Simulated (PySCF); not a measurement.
Excitations are Tamm–Dancoff values on a coarser integration grid. The basis has no diffuse functions, so Rydberg states are missing or too high.

Z-matrix (Å, degrees):
```
C
C 1 1.3284
H 2 1.0869 1 120.36
H 1 1.0882 2 119.22 3 180.00
C 1 1.4903 4 116.82 2 -180.00
H 5 1.0916 1 111.42 4 -180.00
H 5 1.0948 6 108.04 1 122.43
H 5 1.0948 6 108.04 7 115.14
S 2 1.7478 3 111.35 1 180.00
H 9 1.3430 2 97.14 3 -180.00
```
Charge 0, multiplicity 1.

Task: What is the computed HOMO–LUMO gap, S1 excitation (TDA) and T1 excitation (TDA) (PBE0-D3(BJ)/def2-TZVP (PySCF))?

Result: 
| Quantity | Value |
|---|---|
| HOMO–LUMO gap | 6.50 eV |
| S1 excitation (TDA) | 5.17 eV |
| T1 excitation (TDA) | 3.81 eV |
